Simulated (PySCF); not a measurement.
# Radial density of Xe⁺ (xenon, charge +1)

M06-2X, [Kr] 4d10 5s2 5p5, 2P determinant. All numbers are calculated (PySCF 2.14, scalar relativity through the core potential, in cc-pVDZ-PP with ECP28MDF (4s3p2d, 23 functions)). This is the valence pseudo-density: the core potential removes the inner electrons and smooths the orbitals near the nucleus.

```tsv
r (bohr)	4πr²ρ (e/bohr)	4πr²(ρα − ρβ)
0.00125	1.370e-05	0.0000
0.00210	3.855e-05	0.0000
0.00353	0.0001075	0.0000
0.00594	0.0002917	0.0000
0.00998	0.0007374	0.0000
0.0168	0.001570	0.0000
0.0282	0.002493	0.0000
0.0475	0.003330	0.0000
0.0799	0.005933	0.0000
0.134	0.04225	0.0003
0.226	0.4901	0.0030
0.380	6.696	0.0479
0.640	28.59	0.1270
1.08	13.09	0.0721
1.81	5.041	0.6433
3.04	1.202	0.1763
5.12	0.04589	0.0064
```

Energies and moments cover only the electrons outside the core potential.
